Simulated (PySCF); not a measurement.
# Removing an electron from trans-Hf(PH3)2Br4

trans-Hf(PH3)2Br4 (singlet state).
Geometry (PBE0-D3(BJ)/def2-SVP, Å), atoms numbered from 1 in this order:
```
atom  x, y, z in Å
Hf1    0.0582   -0.0349   -0.0043
P2     0.2058    0.0148    2.7707
H3     0.7166    1.2142    3.3232
H4     1.0903   -0.9165    3.3666
H5    -0.9404   -0.1689    3.5834
P6    -0.3219   -0.0157   -2.7530
H7     0.8621    0.1249   -3.5204
H8    -1.1011    1.0146   -3.3316
H9    -0.8763   -1.1558   -3.3828
Br10   2.5676    0.3058    0.3987
Br11  -2.4310   -0.3973    0.4235
Br12  -0.2493    2.4770   -0.3670
Br13   0.4499   -2.5143   -0.4850
```

Level: B3LYP/def2-SVPD (PySCF). Frontier orbitals with their largest atomic shares (Löwdin; up to four atoms above 4 %):

| orbital | ε (eV) | main atoms |
| --- | --- | --- |
| HOMO−3 | -7.70 | Br11 24 %, Br12 19 %, Br13 16 %, Br10 14 % |
| HOMO−2 | -7.63 | Br11 35 %, Br10 27 %, Br12 19 %, Br13 15 % |
| HOMO−1 | -7.63 | Br13 33 %, Br12 29 %, Br10 18 %, Br11 15 % |
| HOMO | -7.17 | ? |
| LUMO | -2.68 | Hf1 57 %, Br12 12 %, Br13 12 %, P2 10 % |
| LUMO+1 | -2.65 | Hf1 58 %, Br11 12 %, Br10 12 %, P6 9 % |
| LUMO+2 | -1.96 | Hf1 68 %, Br11 9 %, Br12 8 %, Br13 8 % |

Question: What vertical ionisation energy does ΔSCF give, and how far is −ε(HOMO) from it?

Answer: ΔSCF: 8.87 eV (856 kJ/mol; threshold wavelength 140 nm); ⟨S²⟩ of the doublet left behind is 0.755, against 0.75 for a pure doublet. −ε(HOMO) is 7.17 eV, 1.70 eV below it. For the exact functional −ε(HOMO) would equal the first vertical ionisation energy; B3LYP (global hybrid, 20 % exact exchange) falls short of its own ΔSCF value by 19 %.

Question: On which atoms does the HOMO lie?

Answer: Br10 (bromine bonded to Hf) 31 %, Br13 (bromine bonded to Hf) 25 %, Br12 (bromine bonded to Hf) 24 %, Br11 (bromine bonded to Hf) 19 %, so no atom holds as much as 40 %. The HOMO−1 lies 0.46 eV lower.

Question: And the vertical electron affinity, the fundamental gap, Mulliken's electronegativity and the hardness (with the factor ½)?

Answer: EA = 1.21 eV by ΔSCF (−ε(LUMO) = 2.68 eV). IE − EA = 7.66 eV against an orbital gap of 4.49 eV; (IE + EA)/2 = 5.04 eV; (IE − EA)/2 = 3.83 eV.

Question: What total energies stand behind the ΔSCF value?

Answer: E(N) = -11029.96202 Eh and E(N − 1) = -11029.63589 Eh at the same geometry, 0.32613 Eh apart. With one more electron, E(N + 1) = -11030.00634 Eh.

Question: Shift the occupied levels rigidly so that −ε(HOMO) equals the ΔSCF value. What binding energies result?

Answer: The shift is +1.70 eV: HOMO 8.87, HOMO−1 9.33, HOMO−2 9.33, HOMO−3 9.40 eV. A rigid shift is only a rough guide to the deeper ionisations.

Question: With α = 197.1 au, estimate the like-pair dispersion coefficient by London's formula C6 = (3/4)α²I.

Answer: I = 0.3261 Eh, so C6 ≈ 9500 au, a rough estimate.

Isolated species at its PBE0-D3(BJ)/def2-SVP geometry, gas phase. Atoms past krypton carry effective core potentials; spin–orbit coupling is left out. The calculation is non-relativistic apart from the core potentials, for bromine too.
